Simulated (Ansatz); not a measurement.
This geometry of CH6FPSeSi (11 atoms, charge 0, multiplicity 1) is a first-order saddle point.

Method: Ansatz 0.2.0, RKS PBE0-D4/def2-SVP.

```xyz
11
Properties=species:S:1:pos:R:3
F -1.422 2.355 -0.201
C -0.548 1.460 0.384
Si -1.201 -0.306 0.137
Se 0.332 -1.798 1.017
P 1.910 -1.399 -0.435
H -0.449 1.692 1.459
H 0.450 1.565 -0.077
H -2.487 -0.482 0.880
H -1.396 -0.594 -1.311
H 2.900 -0.444 -0.196
H 1.977 -2.107 -1.636
```

(1) Which two structures does it join? (They come from a converged band through this point; their orientation in space is the band's.)

(2) How far does it lie above each of them?

Results:

(1) No bond is made or broken. The height of P5 over the plane of its neighbours goes from 0.84 to -0.82 Å.

First end point:

```xyz
11
Properties=species:S:1:pos:R:3
F -1.725 2.325 -0.028
C -0.702 1.497 0.389
Si -1.197 -0.316 0.111
Se 0.509 -1.683 0.792
P 1.942 -0.969 -0.841
H -0.494 1.677 1.459
H 0.217 1.738 -0.174
H -2.366 -0.673 0.964
H -1.521 -0.534 -1.328
H 3.091 -0.859 -0.002
H 2.312 -2.261 -1.321
```

Last end point:

```xyz
11
Properties=species:S:1:pos:R:3
F -1.364 2.262 -0.109
C -0.450 1.399 0.460
Si -1.026 -0.391 0.180
Se 0.503 -1.863 1.033
P 2.158 -1.599 -0.519
H -0.367 1.609 1.541
H 0.544 1.577 0.015
H -2.306 -0.621 0.911
H -1.210 -0.632 -1.282
H 2.242 -0.172 -0.518
H 1.341 -1.626 -1.692
```

(2) 1.40 eV above the first and 1.36 eV above the second. This is the barrier of this one path; another mechanism may lie lower.

Run time: 3.1 min on 2 threads of Arm Neoverse V1, with other jobs on the host, peak memory 0.36 GiB.
